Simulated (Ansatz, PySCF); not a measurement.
Molecule: I2, net charge -1, doublet state. 
Geometry from a B3LYP-D3(BJ)/def2-TZVP (Ansatz, a quantum-chemistry and plane-wave program) optimisation:
SMILES: I[I-]
```xyz
2

I      0.0000     0.0000    -1.6652
I      0.0000     0.0000     1.6652
```
Charge -1, spin multiplicity 2.

Total electronic energies in hartree. Cores are frozen in the correlated levels unless marked. UHF or UKS for open shells. Spin-orbit coupling is left out. The frozen core is the preceding noble-gas configuration, with the filled d and f shells of earlier blocks. In def2 rows, elements after Kr have scalar-relativistic effective core potentials. STO-3G rows are all-electron and non-relativistic. Basis-set limits of correlation are two-point, X^-3; Hartree-Fock from the larger set. The program attaches cautions to a run behind CCSD(T)/STO-3G: other roots.

```json
[
 {"level": "RI-HF/def2-QZVPPD", "program": "Ansatz", "energy (Eh)": "-593.42654"},
 {"level": "BLYP-D3(BJ)/def2-TZVPD", "program": "Ansatz + dftd3", "energy (Eh)": "-595.42961"},
 {"level": "BLYP-D4/def2-TZVPD", "program": "Ansatz + dftd4", "energy (Eh)": "-595.42970"},
 {"level": "revPBE-D4/def2-TZVPD", "program": "Ansatz + dftd4", "energy (Eh)": "-595.61804"},
 {"level": "BP86-D4/def2-TZVPD", "program": "PySCF + dftd4", "energy (Eh)": "-595.81005"},
 {"level": "TPSS/def2-TZVPD", "program": "PySCF", "energy (Eh)": "-595.30978"},
 {"level": "M06-L/def2-TZVPD", "program": "PySCF", "energy (Eh)": "-595.86474"},
 {"level": "B3LYP-D3(BJ)/def2-TZVPD", "program": "Ansatz + dftd3", "energy (Eh)": "-595.73108"},
 {"level": "PBE0/def2-TZVP", "program": "Ansatz", "energy (Eh)": "-595.55444"},
 {"level": "BHLYP-D3(BJ)/def2-TZVPD", "program": "Ansatz + dftd3", "energy (Eh)": "-595.43840"},
 {"level": "TPSSh-D3(BJ)/def2-TZVPD", "program": "PySCF + dftd3", "energy (Eh)": "-595.35203"},
 {"level": "TPSSh/def2-TZVPD", "program": "PySCF", "energy (Eh)": "-595.34980"},
 {"level": "LC-wPBE-D3(BJ)/def2-TZVPD", "program": "Ansatz + dftd3", "energy (Eh)": "-595.59978"},
 {"level": "LC-wPBE/def2-TZVPD", "program": "Ansatz", "energy (Eh)": "-595.59760"},
 {"level": "wB97M-V/def2-TZVPD", "program": "Ansatz", "energy (Eh)": "-595.49137"},
 {"level": "MP2/CBS(def2-TZVPPD,def2-QZVPPD)", "program": "Ansatz", "energy (Eh)": "-593.7733"},
 {"level": "RI-MP2/def2-QZVPP", "program": "Ansatz", "energy (Eh)": "-593.74314"},
 {"level": "SCS-MP2/def2-SVPD", "program": "Ansatz", "energy (Eh)": "-593.61155"},
 {"level": "SCS-MP2/def2-QZVPP", "program": "Ansatz", "energy (Eh)": "-593.74200"},
 {"level": "CCSD/def2-SVP", "program": "Ansatz", "energy (Eh)": "-593.61144"},
 {"level": "CCSD(T)/STO-3G", "program": "Ansatz", "energy (Eh)": "-13701.33343"},
 {"level": "CCSD(T)/def2-QZVPPD", "program": "Ansatz", "energy (Eh)": "-593.78899"},
 {"level": "CCSD(T)/CBS(def2-TZVPPD,def2-QZVPPD)", "program": "Ansatz", "energy (Eh)": "-593.8203"}
]
```

Totals of different functionals don't rank their quality; only differences between species are comparable.
